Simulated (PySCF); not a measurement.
# Correlation energy of Te (tellurium, neutral)

Starting occupation: [Kr] 4d10 5s2 5p3 6s1, 5p3/2 with m_j = -1/2, +1/2, +3/2, 6s1/2 with m_j = +1/2. Computed with PySCF 2.14 in x2c-SVPall-2c with one added diffuse shell each of s, p type (7s9p4d, 54 functions), with X2C-1e with screened-nucleus spin-orbit coupling, Gaussian nucleus. Frozen: [Ar] 3d10; 24 electrons correlated; the 6 highest virtual spinors left out.

MP2 pair energies summed by pair of shells (mhartree):

```tsv
pair	energy	share (%)
5p-5s	-28.64	25.4
4d-4p	-17.11	15.2
4d-4d	-12.30	10.9
5p-5p	-10.97	9.7
4p-4p	-9.86	8.8
4d-5p	-7.63	6.8
5p-6s	-6.42	5.7
5s-5s	-5.35	4.7
4d-5s	-3.85	3.4
5s-6s	-3.63	3.2
4d-4s	-1.82	1.6
4p-5p	-1.78	1.6
4p-5s	-1.12	1.0
4p-4s	-1.00	0.9
4s-4s	-0.42	0.4
4d-6s	-0.34	0.3
4s-5s	-0.20	0.2
4s-5p	-0.12	0.1
4p-6s	-0.05	0.0
4s-6s	-0.01	0.0
```

Total MP2 correlation energy: -112.62 mhartree.

The GHF reference relaxed away from the jj start to a determinant that is no pure jj level (⟨S²⟩ = 5.88, ⟨J²⟩ = 6.00); the energies belong to that determinant.

This basis was not built for core-valence correlation, so the inner-shell part is incomplete.
